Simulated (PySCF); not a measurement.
# Correlation energy of Ni(15+) (nickel, charge +15)

[Ne] 3s2 3p1, 2P determinant. Calculation: PySCF 2.14, in an uncontracted even-tempered set (19 s from 0.93 bohr⁻², ratio 2.5; 12 p from 1.2 bohr⁻², ratio 2.5; 5 d from 6.3 bohr⁻², ratio 2.7; 4 f from 9.5 bohr⁻², ratio 2.7); the spin-free X2C one-electron Hamiltonian (Gaussian nucleus). Frozen: 1s2; 11 electrons correlated; the 22 highest virtual orbitals of each spin left out.

```tsv
level	correlation energy (mhartree)
CCSD	-448.34
(T)	-2.37
CCSD(T)	-450.71
```

Diagnostics: T1 = 0.0022, D1 = 0.0095, largest double amplitude 0.084.

Cost of the coupled-cluster step: roughly 40 core-seconds, for 11 correlated electrons.
